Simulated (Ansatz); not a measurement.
`Sc1ccc(-c2ccc(-c3ccc(-c4ccc(-c5ccc(-c6ccc(S)cc6)cc5)cc4)cc3)cc2)cc1`, relaxed as a singlet with RKS PBE-D4/def2-SVP in Ansatz, starting from the GFN2-xTB geometry. Force threshold 0.03 eV/Å.

Single mean-field runs in def2-SVP are fitted with def2-universal-jkfit.

Start:

Cartesian coordinates in Å:
```
S 11.316 -0.660 -7.951
C 9.894 -0.536 -6.909
C 8.636 -0.622 -7.493
C 7.505 -0.538 -6.708
C 7.602 -0.356 -5.329
C 6.397 -0.278 -4.494
C 5.324 -1.140 -4.712
C 4.198 -1.081 -3.919
C 4.095 -0.153 -2.883
C 2.894 -0.101 -2.040
C 2.982 0.168 -0.675
C 1.849 0.213 0.112
C 0.589 -0.019 -0.435
C -0.620 0.035 0.397
C -1.610 -0.937 0.279
C -2.745 -0.888 1.063
C -2.939 0.148 1.975
C -4.149 0.196 2.807
C -4.838 1.389 3.014
C -5.968 1.423 3.807
C -6.446 0.267 4.420
C -7.641 0.302 5.273
C -7.853 1.355 6.160
C -8.964 1.385 6.978
C -9.897 0.358 6.914
S -11.338 0.348 7.938
C -9.704 -0.696 6.029
C -8.586 -0.721 5.222
C -5.758 -0.926 4.210
C -4.630 -0.961 3.416
C -1.955 1.129 2.082
C -0.809 1.067 1.314
C 0.500 -0.296 -1.798
C 1.631 -0.330 -2.586
C 5.166 0.715 -2.672
C 6.298 0.651 -3.460
C 8.871 -0.265 -4.760
C 10.008 -0.357 -5.537
H 12.217 -0.517 -6.979
H 8.553 -0.756 -8.561
H 6.532 -0.592 -7.172
H 5.391 -1.882 -5.495
H 3.393 -1.781 -4.089
H 3.950 0.322 -0.222
H 1.938 0.406 1.172
H -1.475 -1.751 -0.420
H -3.503 -1.650 0.956
H -4.495 2.292 2.530
H -6.504 2.353 3.934
H -7.125 2.149 6.230
H -9.103 2.205 7.669
H -11.078 1.499 8.557
H -10.434 -1.490 5.980
H -8.453 -1.536 4.527
H -6.099 -1.830 4.695
H -4.096 -1.891 3.284
H -2.083 1.935 2.791
H -0.057 1.837 1.407
H -0.471 -0.462 -2.242
H 1.533 -0.514 -3.646
H 5.101 1.463 -1.896
H 7.109 1.345 -3.290
H 8.969 -0.142 -3.691
H 10.983 -0.298 -5.076
```

| step | energy (eV) | largest force component (eV/Å) | SCF passes |
| --- | --- | --- | --- |
| 1 | -59338.5027 | 1.008 | 23 |
| 2 | -59339.0303 | 0.335 | 21 |
| 3 | -59339.0974 | 0.047 | 20 |
| 4 | -59339.1062 | 0.053 | 19 |
| 5 | -59339.1131 | 0.016 | 20 |
| 6 | -59339.1158 | 0.043 | 19 |
| 7 | -59339.1171 | 0.026 | 20 |
| 8 | -59339.1190 | 0.033 | 20 |
| 9 | -59339.1205 | 0.085 | 20 |
| 10 | -59339.1212 | 0.081 | 20 |
| 11 | -59339.1224 | 0.047 | 20 |
| 12 | -59339.1229 | 0.041 | 20 |
| 13 | -59339.1232 | 0.036 | 20 |
| 14 | -59339.1233 | 0.023 | 20 |

Force components are those of the run's own axes.

End:

Cartesian coordinates in Å:
```
S 11.493 -0.634 -8.076
C 10.080 -0.519 -7.011
C 8.824 -0.892 -7.539
C 7.676 -0.825 -6.745
C 7.728 -0.386 -5.402
C 6.509 -0.319 -4.565
C 5.448 -1.239 -4.735
C 4.299 -1.177 -3.943
C 4.149 -0.193 -2.939
C 2.933 -0.132 -2.096
C 2.992 0.307 -0.753
C 1.845 0.362 0.043
C 0.581 -0.020 -0.461
C -0.633 0.033 0.385
C -1.680 -0.904 0.227
C -2.824 -0.858 1.028
C -2.981 0.131 2.027
C -4.193 0.179 2.876
C -4.715 1.408 3.344
C -5.859 1.453 4.144
C -6.541 0.272 4.522
C -7.752 0.320 5.371
C -7.920 1.317 6.359
C -9.061 1.366 7.165
C -10.088 0.411 7.007
S -11.567 0.397 7.985
C -9.937 -0.591 6.024
C -8.790 -0.631 5.227
C -6.017 -0.956 4.055
C -4.875 -1.001 3.252
C -1.936 1.070 2.182
C -0.791 1.022 1.383
C 0.522 -0.457 -1.805
C 1.669 -0.511 -2.602
C 5.209 0.728 -2.769
C 6.358 0.667 -3.562
C 8.993 -0.016 -4.889
C 10.149 -0.081 -5.673
H 12.401 -0.168 -7.174
H 8.745 -1.225 -8.586
H 6.707 -1.095 -7.191
H 5.544 -2.044 -5.479
H 3.512 -1.935 -4.080
H 3.964 0.573 -0.313
H 1.937 0.671 1.095
H -1.585 -1.699 -0.528
H -3.624 -1.595 0.865
H -4.235 2.350 3.041
H -6.258 2.431 4.454
H -7.123 2.059 6.522
H -9.150 2.151 7.933
H -11.275 1.506 8.720
H -10.731 -1.339 5.876
H -8.711 -1.406 4.450
H -6.496 -1.899 4.359
H -4.477 -1.978 2.940
H -2.015 1.844 2.961
H -0.006 1.780 1.523
H -0.450 -0.725 -2.245
H 1.577 -0.820 -3.654
H 5.113 1.532 -2.025
H 7.144 1.426 -3.427
H 9.080 0.304 -3.840
H 11.118 0.204 -5.234
```

By distances, no bond broke or formed. The bond that changes most is S26–H52, from 1.33 to 1.36 Å (atoms count from 1).

The force fell under the threshold at step 5, but the optimiser went on and released 0.010 eV more. No frequencies were taken in this run, so the end may be a saddle point.

It took 63 s on 2 threads of AMD EPYC 7R13 on a shared host and a share (18 GiB) of an NVIDIA H100 80GB HBM3, peak host memory 1.1 GiB.
